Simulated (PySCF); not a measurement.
Isomers of C6H8O2. The calculation used PBE0-D3(BJ)/def2-SVP geometry optimisation, gas phase (PySCF). One conformer each; no zero-point energy, no entropy. No frequencies were run at this level. Point groups hold within 0.08 Å.

Problem. Order them by energy at this level, lowest first, and give relative energies in kcal/mol.
A. `[O:1]=[C:2]1[CH2:3][CH2:4][C:5](=[O:6])[CH2:7][CH2:8]1` with O1–C2–C3–C4 -153°, C2–C3–C4–C5 -55°, C3–C4–C5–O6 -153°, C4–C5–C7–C8 26° (1,4-cyclohexanedione)
B. `[CH2:1]=[CH:2][CH2:3][C:4](=[O:5])[O:6][CH:7]=[CH2:8]` with C1–C2–C3–C4 -132°, C2–C3–C4–O5 -16°, C3–C4–O6–C7 178°, C4–O6–C7–C8 -179°

Solution. A (0.0), B (31.1).

As drawn, the higher has a C(=O)–O unit and a C=C bond outside aromatic rings, which the lower lacks.

```
        SMILES      E (Eh)  E rel (kcal/mol)  dipole (D)  point group       A, B, C (MHz)
O=C1CCC(=O)CC1  -383.20020               0.0        0.03           D2    4532, 1520, 1211
 C=CCC(=O)OC=C  -383.15060              31.1        1.57           C1  7116, 909.6, 835.4
```
